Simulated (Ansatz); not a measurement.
Computed with Ansatz on PBE0-D4/def2-TZVP structures; ΔE is electronic, products minus reactants. CBS: MP2 limit from def2 TZ/QZ plus the TZ coupled-cluster correction, frozen cores. This one scheme is used for every species. For Ge outer-core shells are correlated without core-valence functions, which leaves a few kJ/mol of doubt a bond. Scalar relativity is left out up to krypton. Each species was taken in one conformer, which may not be the lowest.

Reaction (ligand exchange at the Si–O bond): `N[SiH2]O[SiH](N)O` + `[OH][GeH3]` → `N[SiH2][O][GeH3]` + `N[SiH](O)O`

| species | MP2/def2-QZVPP energy (Eh) |
| --- | --- |
| `N[SiH2]O[SiH](N)O` | -842.80058 |
| `[OH][GeH3]` | -2153.44856 |
| `N[SiH2][O][GeH3]` | -2499.06575 |
| `N[SiH](O)O` | -497.18121 |

(1) Work out ΔE.

Largest T1 diagnostic among the species: 0.012.

Answers

(1) ΔE = (-2499.06575) + (-497.18121) − (-842.80058) − (-2153.44856) = 0.00218 Eh = +5.7 kJ/mol. CCSD(T)/CBS gives +6.2 kJ/mol.

In def2-TZVPP, CCSD(T) changes the Hartree–Fock value by +8.8 kJ/mol (the triples alone add +1.5 kJ/mol) and MP2 by +8.4 kJ/mol. The D4 term adds +8.1 kJ/mol with B3LYP and +4.7 kJ/mol with PBE0; it sums over pairs of atoms, weighted by their polarisabilities, and B3LYP, whose exchange is more repulsive, gets the larger term.

B3LYP here is the variant with VWN-RPA as its local correlation; programs differ in this.
